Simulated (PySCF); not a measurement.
Compound: CH3Br.
Numbering: `[CH3:1][Br:2]` (hydrogens: H3, H4, H5 on C1)

Method used: PBE0-D3(BJ)/def2-SVP geometry optimisation, gas phase (PySCF 2.14.0).

Question: Give the optimised bond lengths and angles.

Answer: 
```tsv
bond	length (pm)
C1–Br2	192.9
C1–H3, C1–H4, C1–H5	109.6
```

Bonds in one row agree within 1 pm and their mean is given. A selection of angles:
```tsv
angle	degrees
Br2–C1–H3	108.5
H3–C1–H4	110.5
```

Point group: C3v (every atom within 0.08 Å of its image). Stationary, but not proved a minimum.

Time: 2.5 s; peak memory 0.29 GiB. Hardware: an AMD EPYC 9R45 with one thread, no GPU (shared host). These figures are those of the optimisation.

---

[AgF4]- (charge -1 and singlet state).
Bonds: Ag1–F2, Ag1–F3, Ag1–F4, Ag1–F5.

The calculation used PBE0-D3(BJ)/def2-SVP geometry optimisation, gas phase, def2 core potentials past Kr (PySCF).

Question: Give the optimised bond lengths and angles.

Answer: 
```json
{"bond": "Ag1–F2 and 3 like bonds", "length (pm)": "190.9"}
```

Bonds in one row agree within 1 pm and their mean is given. A selection of angles:
```json
{"angle": "F2–Ag1–F3", "degrees": "90.0"}
{"angle": "F2–Ag1–F4", "degrees": "180.0"}
```

All 4 Ag–F bonds measure 1.909 Å. The 5 heavy atoms lie in one plane (0.000 Å rms). Ag1 (silver bonded to 4 F) is square planar (angles from 90.0° to 180.0°).

Point group: D4h (tolerance 0.08 Å). No PBE0-D3(BJ)/def2-SVP frequencies stand behind this structure, so it isn't proved a minimum.

On one thread of an Arm Neoverse V1 (shared host), this took 13 s. This is the geometry optimisation.
